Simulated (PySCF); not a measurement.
## Calculated data, BFHO

All values are calculated (PySCF 2.14.0). Calculation on a computer-drawn molecule: vertical ionisation energy to the stated ion spin, frozen-core CCSD(T) at the basis limit and cheaper methods, single-reference cases, UHF for radicals, no spin-orbit; all values are single points at the evaluated structure, the first of each entry, which is the reference or a displaced copy of it and isn't optimised; the reference structure only sets the zero of the energies above reference; triples share is (T) over the correlation energy.

```xyz
4
formula=BFHO charge=1 multiplicity=1 ion_multiplicity=2 diffuse_functions=no basis=cc-pVnZ reference_is=the_Hartree-Fock_double-zeta_minimum best_is=HF_at_quadruple_zeta_+_MP2_correlation_extrapolated_from_triple_and_quadruple_zeta_+_CCSD(T)_minus_MP2_at_triple_zeta basis_step_is=the_size_of_the_change_from_the_same_recipe_one_zeta_lower
O     -2.9965     0.9621    -0.5878
B     -2.7414     0.5674     0.5525
F     -2.5870     0.1929     1.6233
H     -2.5028     1.2544    -1.3569
```

Reference structure:
```xyz
4
BFHO
O     -2.9963     0.9619    -0.5881
B     -2.7413     0.5668     0.5527
F     -2.5755     0.1635     1.7067
H     -2.5032     1.2542    -1.3570
```

Drawn bonds:
| atom | other atom | order |
| --- | --- | --- |
| 1 | 2 | 1 |
| 2 | 3 | 1 |
| 1 | 4 | 1 |

Questions
1. BFHO: ionisation energy EOM CCSD at triple zeta?
2. Estimate the triples share at triple zeta of BFHO.
3. Give the table of triple zeta values for BFHO.

Calculated values
1. 22.92 eV
2. 0.03161
3. 
Triple zeta:
| method | ionisation energy (eV) | energy above reference (kcal/mol) |
| --- | --- | --- |
| HF | 21.43 | 5.896 |
| PBE | 22.75 | 9.891 |
| r2SCAN | 22.74 | 8.581 |
| B3LYP | 22.93 | 8.59 |
| wB97X | 22.9 | 8.665 |
| MP2 | 23.13 | 9.232 |
| CCSD | 22.85 | 8.5 |
| CCSD(T) | 22.91 | 9.023 |

Further results for BFHO:

```
ionisation energy best                    : 23.07 eV
ionisation energy basis step              : 0.03561 eV
energy above reference best               : 8.137 kcal/mol
energy above reference basis step         : 0.9931 kcal/mol
ionisation energy Koopmans at triple zeta : 24.09 eV
total energy HF triple zeta               : -199.4254 hartree
total energy CCSD(T) triple zeta          : -199.9968 hartree
total energy best                         : -200.0947 hartree
T1 diagnostic at triple zeta              : 0.01301
D1 diagnostic at triple zeta              : 0.03485
ion T1 diagnostic at triple zeta          : 0.02232
ion D1 diagnostic at triple zeta          : 0.1027
ion spin squared at triple zeta           : 0.7567
basis functions triple zeta               : 104
```
